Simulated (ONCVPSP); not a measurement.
**iodine (I), ONCV: configuration errors across variants**

I, optimised norm-conserving Vanderbilt (ONCV), made with ONCVPSP 4.0.1 (PBE, fully relativistic). Core [Kr], reference 4d10 5s2 5p3 (charge +2). Waves: 5s: rc 1.50 bohr, ncon 4, nbas 7, qcut 4.1 1/bohr, 2 projectors, debl 1 Ha; 5p: rc 1.95 bohr, ncon 4, nbas 8, qcut 3.8 1/bohr, 3 projectors, debl 1.6 Ha; 4d: rc 1.15 bohr, ncon 4, nbas 8, qcut 15.4 1/bohr, 1 projector. Local part: polynomial inside 1.00 bohr (lpopt 5, dvloc0 0 Ha). Core correction: Teter function, fcfact 5.25, rcfact 1.15.

Open shells are filled in proportion to 2j + 1.

In the s channel the program set the typed energies aside and used -1.322, 0.250 Ha.

All-electron excitation energies from the reference (eV): (1) 4d10 5s2 5p5 -31.033; (2) 4d10 5s2 5p4 -19.876; (3) 4d10 5s2 5p2 29.363; (4) 4d10 5s2 5p4.5 -26.488.

6 further variants failed, have other tests or too few solved ones, and are left out.

A true bound ghost makes a file unfit for plane-wave use even where its test errors are small: the radial tests pick states by their node count and pass the ghost by.

Errors AE − PS in meV (a dash: test not solved or not reliable):

```
    change   (1)   (2)   (3)   (4)  bound ghosts  GHOST(+) flags above zero
      base  +1.4  +0.8  +2.6  +1.2             s              s, p3/2, p1/2
s: rc 1.46  +1.4  +0.8  +2.6  +1.2             s              s, p3/2, p1/2
s: rc 2.08  +1.8  +0.9  +2.9  +1.5             s                 p3/2, p1/2
 s: rc 2.2  +2.1  +1.1  +3.3  +1.7             s                 p3/2, p1/2
```

Question: Give the same row for: s: rc 1.56.

Answer: +1.5, +0.8, +2.6, +1.3; bound ghosts: s; GHOST(+) flags above zero: s, p3/2, p1/2.
